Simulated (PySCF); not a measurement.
Hf(OH)3(SH) (H₄HfO₃S), SMILES [SH][Hf]([OH])([OH])[OH], multiplicity 1.

Coordinates come from a B3LYP-D3(BJ)/def2-SVP optimisation. The multiplicity is an assumed one; no other spin state was optimised. The structure was generated by enumeration; whether it is a known compound was not checked. The def2 effective core potentials stand for the cores of Hf; spin–orbit coupling is left out. Other conformers were not sampled.

Two levels are set side by side: TDA-PBE/def2-SVPD (PySCF) and TDA-LC-ωPBE/def2-SVPD (PySCF). Vertical, same geometry. The lowest singlet is HOMO→LUMO 98 % with PBE and HOMO→LUMO+4 59 %, HOMO→LUMO+3 30 % with the other functional; states are paired by order. Differences are taken from unrounded values.

```json
[
 {"quantity": "lowest singlet excitation (eV)", "TDA-LC-ωPBE": "5.86", "TDA-PBE": "4.73", "TDA-PBE minus TDA-LC-ωPBE": "-1.12"},
 {"quantity": "lowest triplet excitation (TDA) (eV)", "TDA-LC-ωPBE": "5.51", "TDA-PBE": "4.57", "TDA-PBE minus TDA-LC-ωPBE": "-0.94"}
]
```

A lower first singlet is the usual sign of a functional without exact exchange. Differences between two approximate levels are no errors against the true value.

Rough cost on one machine, each run with all the roots and properties that it gave: TDA-LC-ωPBE against TDA-PBE about 4 times.
